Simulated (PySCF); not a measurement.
PySCF input file for cyclohexasilane (H12Si6), SMILES [SiH2]1[SiH2][SiH2][SiH2][SiH2][SiH2]1, TDA-LC-ωPBE/def2-SVPD. The structure is a stationary point at B3LYP-D3(BJ)/def2-SVP.

```python
import numpy as np
from pyscf import gto, scf, dft, tdscf

mol = gto.M(
    atom='''
    Si   -1.91514691   -1.10571058   -0.40297847
    Si   -1.91514691    1.10571058    0.40297847
    Si    0.00000000    2.21142116   -0.40297848
    Si    1.91514691    1.10571058    0.40297847
    Si    1.91514691   -1.10571058   -0.40297847
    Si   -0.00000000   -2.21142116    0.40297848
    H    -1.86244197   -1.07528138   -1.89685128
    H    -3.15909154   -1.82390235    0.01085543
    H    -3.15909154    1.82390235   -0.01085543
    H    -1.86244197    1.07528138    1.89685127
    H     0.00000001    2.15056275   -1.89685127
    H     0.00000000    3.64780470    0.01085543
    H     3.15909154    1.82390235   -0.01085543
    H     1.86244197    1.07528138    1.89685128
    H     3.15909154   -1.82390235    0.01085543
    H     1.86244197   -1.07528138   -1.89685127
    H    -0.00000001   -2.15056275    1.89685127
    H    -0.00000000   -3.64780470   -0.01085543
    ''',
    basis='def2-SVPD',
    charge=0,
    spin=0,
    symmetry=True,
    max_memory=1600,
    verbose=4,
)
mf = dft.RKS(mol, xc='lc_wpbe').density_fit(auxbasis='def2-universal-jkfit')
mf.grids.level = 3
mf.conv_tol = 1e-9
mf.max_cycle = 100
mf.kernel()
mf.grids = dft.Grids(mol).set(level=1).build(with_non0tab=True)  # coarser grid for the response kernel
td = tdscf.TDA(mf)
td.singlet = True
td.nstates = 6
td.conv_tol = 1e-4
td.kernel(x0=td.get_init_guess(mf, 11))
td.analyze()
tt = tdscf.TDA(mf)
tt.singlet = False
tt.nstates = 2
tt.conv_tol = 1e-4
tt.kernel(x0=tt.get_init_guess(mf, 7))
tt.analyze(verbose=3)
```

It prints:

```
PySCF version 2.14.0

[INPUT] verbose = 4
[INPUT] num. atoms = 18
[INPUT] num. electrons = 96
[INPUT] charge = 0
[INPUT] spin (= nelec alpha-beta = 2S) = 0
[INPUT] symmetry True subgroup None
[INPUT] Mole.unit = angstrom
[INPUT] Symbol           X                Y                Z      unit          X                Y                Z       unit  Magmom
[INPUT]  1 Si    -1.915146910000  -1.105710580000  -0.402978470000 AA   -3.619103148207  -2.089490169234  -0.761518942396 Bohr   0.0
[INPUT]  2 Si    -1.915146910000   1.105710580000   0.402978470000 AA   -3.619103148207   2.089490169234   0.761518942396 Bohr   0.0
[INPUT]  3 Si     0.000000000000   2.211421160000  -0.402978480000 AA    0.000000000000   4.178980338468  -0.761518961294 Bohr   0.0
[INPUT]  4 Si     1.915146910000   1.105710580000   0.402978470000 AA    3.619103148207   2.089490169234   0.761518942396 Bohr   0.0
[INPUT]  5 Si     1.915146910000  -1.105710580000  -0.402978470000 AA    3.619103148207  -2.089490169234  -0.761518942396 Bohr   0.0
[INPUT]  6 Si     0.000000000000  -2.211421160000   0.402978480000 AA    0.000000000000  -4.178980338468   0.761518961294 Bohr   0.0
[INPUT]  7 H     -1.862441970000  -1.075281380000  -1.896851280000 AA   -3.519505246195  -2.031987315044  -3.584529418231 Bohr   0.0
[INPUT]  8 H     -3.159091540000  -1.823902350000   0.010855430000 AA   -5.969817813030  -3.446675919451   0.020513789664 Bohr   0.0
[INPUT]  9 H     -3.159091540000   1.823902350000  -0.010855430000 AA   -5.969817813030   3.446675919451  -0.020513789664 Bohr   0.0
[INPUT] 10 H     -1.862441970000   1.075281380000   1.896851270000 AA   -3.519505246195   2.031987315044   3.584529399333 Bohr   0.0
[INPUT] 11 H      0.000000010000   2.150562750000  -1.896851270000 AA    0.000000018897   4.063974611191  -3.584529399333 Bohr   0.0
[INPUT] 12 H      0.000000000000   3.647804700000   0.010855430000 AA    0.000000000000   6.893351838901   0.020513789664 Bohr   0.0
[INPUT] 13 H      3.159091540000   1.823902350000  -0.010855430000 AA    5.969817813030   3.446675919451  -0.020513789664 Bohr   0.0
[INPUT] 14 H      1.862441970000   1.075281380000   1.896851280000 AA    3.519505246195   2.031987315044   3.584529418231 Bohr   0.0
[INPUT] 15 H      3.159091540000  -1.823902350000   0.010855430000 AA    5.969817813030  -3.446675919451   0.020513789664 Bohr   0.0
[INPUT] 16 H      1.862441970000  -1.075281380000  -1.896851270000 AA    3.519505246195  -2.031987315044  -3.584529399333 Bohr   0.0
[INPUT] 17 H     -0.000000010000  -2.150562750000   1.896851270000 AA   -0.000000018897  -4.063974611191   3.584529399333 Bohr   0.0
[INPUT] 18 H      0.000000000000  -3.647804700000  -0.010855430000 AA    0.000000000000  -6.893351838901  -0.020513789664 Bohr   0.0

nuclear repulsion = 675.242067676913
point group symmetry = D3d, use subgroup C2h
symmetry origin: [-1.08807293e-17  9.25185854e-18  1.37332275e-18]
symmetry axis x: [ 0.00000000e+00  1.00000000e+00 -2.49934897e-09]
symmetry axis y: [3.07279325e-12 2.49934897e-09 1.00000000e+00]
symmetry axis z: [ 1.00000000e+00 -7.67998265e-21 -3.07279325e-12]
num. orbitals of irrep Ag = 69
num. orbitals of irrep Bg = 51
num. orbitals of irrep Au = 51
num. orbitals of irrep Bu = 69
number of shells = 108
number of NR pGTOs = 372
number of NR cGTOs = 240
basis = def2-SVPD
ecp = {}


[settings echo left out]
init E= -1742.77365562822
HOMO (Bg) = -0.296050538590012  LUMO (Ag) = -0.00883562782648983  gap/eV = 7.81552
cycle= 1 E= -1743.04975412799  delta_E= -0.276  |g|= 0.271  |ddm|= 4.75
HOMO (Bg) = -0.401391094814934  LUMO (Ag) = 0.0171532390946179  gap/eV = 11.38917
cycle= 2 E= -1743.08768899536  delta_E= -0.0379  |g|= 0.0957  |ddm|= 0.631
HOMO (Au) = -0.369089753345002  LUMO (Ag) = 0.0465362425420643  gap/eV = 11.30976
cycle= 3 E= -1743.09199157013  delta_E= -0.0043  |g|= 0.0393  |ddm|= 0.296
HOMO (Au) = -0.376311167339908  LUMO (Ag) = 0.0420326652322953  gap/eV = 11.38372
cycle= 4 E= -1743.09279768724  delta_E= -0.000806  |g|= 0.00647  |ddm|= 0.121
HOMO (Au) = -0.376759557562237  LUMO (Ag) = 0.0425480013921002  gap/eV = 11.40994
cycle= 5 E= -1743.09282363567  delta_E= -2.59e-05  |g|= 0.00131  |ddm|= 0.0299
HOMO (Au) = -0.376983362226854  LUMO (Ag) = 0.0423578558186168  gap/eV = 11.41086
cycle= 6 E= -1743.0928255604  delta_E= -1.92e-06  |g|= 0.000253  |ddm|= 0.00781
HOMO (Au) = -0.376960951101742  LUMO (Ag) = 0.0423754073817051  gap/eV = 11.41072
cycle= 7 E= -1743.09282562784  delta_E= -6.74e-08  |g|= 3.15e-05  |ddm|= 0.00185
HOMO (Au) = -0.376964985780691  LUMO (Ag) = 0.0423712842278761  gap/eV = 11.41072
cycle= 8 E= -1743.09282562899  delta_E= -1.15e-09  |g|= 4.91e-06  |ddm|= 0.000255
HOMO (Au) = -0.376964409241908  LUMO (Ag) = 0.0423712332708059  gap/eV = 11.41070
cycle= 9 E= -1743.09282562902  delta_E= -2.59e-11  |g|= 8.82e-07  |ddm|= 3.32e-05
HOMO (Au) = -0.376964433507375  LUMO (Ag) = 0.0423712792404602  gap/eV = 11.41071
Extra cycle  E= -1743.09282562902  delta_E= -5.91e-12  |g|= 3.4e-07  |ddm|= 4.12e-06
converged SCF energy = -1743.09282562902
tot grids = 68136


******** <class 'pyscf.tdscf.rks.TDA'> for <class 'pyscf.df.df_jk.DFSymAdaptedRKS'> ********
nstates = 6 singlet
deg_eia_thresh = 1.000e-03
wfnsym = None
conv_tol = 0.0001
eigh lindep = 1e-12
eigh level_shift = 0
eigh max_cycle = 100


Excitation energies (eV)
[6.51703118 6.56217687 6.84934758 6.84945982 6.9898731  6.99016552]

** Singlet excitation energies and oscillator strengths **
Excited State   1:   Bg      6.51703 eV    190.25 nm  f=0.0000
      46 -> 52       -0.21453
      46 -> 56        0.15689
      47 -> 51       -0.21452
      47 -> 57        0.15687
      48 -> 50        0.57092
      48 -> 55       -0.10143
Excited State   2:   Au      6.56218 eV    188.94 nm  f=0.0000
      46 -> 54       -0.17519
      46 -> 60        0.14646
      47 -> 53       -0.17526
      47 -> 61        0.14650
      48 -> 49        0.58753
      48 -> 58       -0.13461
Excited State   3:   Bg      6.84935 eV    181.02 nm  f=0.0000
      47 -> 49       -0.63592
      47 -> 58        0.10275
Excited State   4:   Ag      6.84946 eV    181.01 nm  f=0.0000
      46 -> 49        0.63591
      46 -> 58       -0.10287
Excited State   5:   Bu      6.98987 eV    177.38 nm  f=0.0531
      45 -> 49        0.12024
      46 -> 50       -0.56377
      46 -> 53       -0.11716
      47 -> 54       -0.11712
      48 -> 52        0.16559
      48 -> 56       -0.23776
Excited State   6:   Au      6.99017 eV    177.37 nm  f=0.0532
      44 -> 49       -0.12042
      46 -> 54       -0.11713
      47 -> 50       -0.56378
      47 -> 53        0.11703
      48 -> 51        0.16567
      48 -> 57       -0.23769

** Transition electric dipole moments (AU) **
state          X           Y           Z        Dip. S.      Osc.
  1        -0.0000      0.0000      0.0000      0.0000      0.0000
  2        -0.0002     -0.0000      0.0000      0.0000      0.0000
  3        -0.0000     -0.0000      0.0000      0.0000      0.0000
  4         0.0000     -0.0000      0.0000      0.0000      0.0000
  5        -0.0000      0.5570     -0.0002      0.3102      0.0531
  6         0.5571     -0.0000      0.0000      0.3104      0.0532

** Transition velocity dipole moments (imaginary part, AU) **
state          X           Y           Z        Dip. S.      Osc.
  1        -0.0000      0.0000      0.0000      0.0000      0.0000
  2        -0.0000     -0.0000     -0.0000      0.0000      0.0000
  3        -0.0000     -0.0000      0.0000      0.0000      0.0000
  4         0.0000     -0.0000     -0.0000      0.0000      0.0000
  5        -0.0000      0.0796     -0.0001      0.0063      0.0164
  6         0.0796      0.0000      0.0000      0.0063      0.0165

** Transition magnetic dipole moments (imaginary part, AU) **
state          X           Y           Z
  1         0.0000     -0.0004     -3.7233
  2        -0.0000     -0.0000     -0.0000
  3        -0.0000     -0.3463     -0.0021
  4        -0.3463     -0.0000     -0.0000
  5         0.0000      0.0000     -0.0000
  6        -0.0000      0.0000     -0.0000


******** <class 'pyscf.tdscf.rks.TDA'> for <class 'pyscf.df.df_jk.DFSymAdaptedRKS'> ********
nstates = 2 triplet
deg_eia_thresh = 1.000e-03
wfnsym = None
conv_tol = 0.0001
eigh lindep = 1e-12
eigh level_shift = 0
eigh max_cycle = 100


Excitation energies (eV)
[5.77250033 5.87155241]

** Triplet excitation energies and oscillator strengths **
Excited State   1:   Au      5.77250 eV    214.78 nm  f=0.0000
Excited State   2:   Ag      5.87155 eV    211.16 nm  f=0.0000
```

The run converged.
